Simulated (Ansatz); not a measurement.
Two isomers of C4H2F4: A = `FC1=C(F)[C@@H](F)[C@@H]1F`, B = `F/C=C/C(F)=C(F)F`.

Calculated with Ansatz (gas phase, PBE0-D4/def2-TZVP geometries, no zero-point term in ΔE). CCSD(T)/CBS is the MP2 limit (def2-TZVPP, def2-QZVPP) plus CCSD(T) − MP2 in def2-TZVPP, frozen cores. DFT in def2-TZVPP. B3LYP here is the variant with VWN-RPA as its local correlation; programs differ in this. Each species was taken in one conformer, which may not be the lowest.

Q: Which is lower in electronic energy at CCSD(T)/CBS, and by how much? (An estimate is asked.)

A: The calculation gave: B, by 18.1 kJ/mol.

Q: Give E(B) − E(A) in kJ/mol with CCSD/def2-TZVPP, r2SCAN-D4, CCSD(T)/def2-TZVPP, B3LYP, ωB97M-V, PBE-D4, PBE0-D4. (An estimate is asked.)

A: Computed: CCSD/def2-TZVPP -18.2, r2SCAN-D4 -32.4, CCSD(T)/def2-TZVPP -20.1, B3LYP -39.6, ωB97M-V -17.9, PBE-D4 -24.6, PBE0-D4 -14.1. None reverses the order clearly.

Q: Does the order hold for the free energy at 298.15 K (harmonic terms from PBE0-D4)? (Estimate.)

A: The calculation gave: Yes: G(B) − G(A) = -27.3 kJ/mol, for one conformer each.

Largest T1 diagnostic: 0.013.

From BLYP to BHLYP (50 % exact exchange), in def2-TZVPP and without D4, E(B) − E(A) moves by +20.5 kJ/mol. Leaving LDA and LC-ωPBE aside and taking each functional with its dispersion term where it has one, the values, not all of them listed here, spread over 40.9 kJ/mol, from BLYP-D4 to PBE-QIDH. LDA lies +7.1 kJ/mol from PBE without D4.
